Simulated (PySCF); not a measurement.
A structure optimised at PBE-D3(BJ)/def2-TZVPD, used in a PySCF frequency run:

```
P
O 1 1.4964
```
Charge 0, spin multiplicity 2.

Q: Write its SMILES, formula and point group.

A: O=[P], OP, C∞v

Q: What are its rotational constants (standard atomic weights)?

A: 21.393 GHz (linear rotor, B only)
